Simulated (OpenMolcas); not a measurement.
**Ru5+: moving the ligands**

Ru5+ with 6 ligands (fluoride) in trigonal prismatic coordination (D3h) at 1.88 Å. A charge of +0.167 e stands 2.6 Å behind each ligand. Ligand basis ANO-RCC-VDZP.

```
Program             : OpenMolcas
Method              : SS-CASPT2, IPEA 0.25 Eh, imaginary shift 0.1 Eh (closed shells correlated: 4s 4p and the ligand valence shells)
Basis               : ANO-RCC-VDZP [6s5p3d1f]
Scalar Hamiltonian  : DKH2, point nucleus
Active space        : 3 electrons in 5 orbitals (4d)
State averaging     : 2S+1 = 4 even, 10 roots; 2S+1 = 2 even, 40 roots
Spin-orbit coupling : RASSI with atomic mean-field integrals over the reference wave functions
```

Runs around this geometry, states (labels of D3, the rotations of D3h). Energies in cm-1 above the lowest state or level, χT in cm3 K/mol.

```csv
R (Å),Ground state,First state of that spin,First gap with spin-orbit (degeneracies),χT at 300 K,First state of another spin
1.77,2S+1 = 4,23140,"230 (2, 2)",1.673,2E 2190
1.88,2S+1 = 4,18790,"260 (2, 2)",1.627,2E 3990
1.97,2S+1 = 4,16390,"280 (2, 2)",1.600,2E 4740
```

Roots that are degenerate in the reference are averaged as groups; the widest CASPT2 spread within a group is 350 cm-1 (the 2-fold group of multiplicity 4 near 47300 cm-1 above the lowest state of its run, R = 1.97). Shifts and gaps below about the spread of the groups concerned are not significant. Over all roots computed the reference weight is 0.66 to 0.68 in R = 1.77, 0.64 to 0.66 in R = 1.88, 0.61 to 0.65 in R = 1.97; a low but even weight reflects the number of correlated electrons. Ligand-to-metal charge-transfer states are missing. With no ligand orbital active B as a rule stays too high, so bands that hang on it stand too high and its fall with covalency is understated. The least metal-like active orbital is 68 % on the metal (Löwdin) and no ligand orbital is active, so the numbers are rough (holds for R = 1.77; R = 1.88). The least metal-like active orbital is 67 % on the metal (Löwdin) and no ligand orbital is active, so the numbers are rough (holds for R = 1.97). No measured value stands beside these numbers; the geometry is a model, was not optimised and need not be the one that this ion takes.

A state without a sure symmetry label is named by its multiplicity alone.
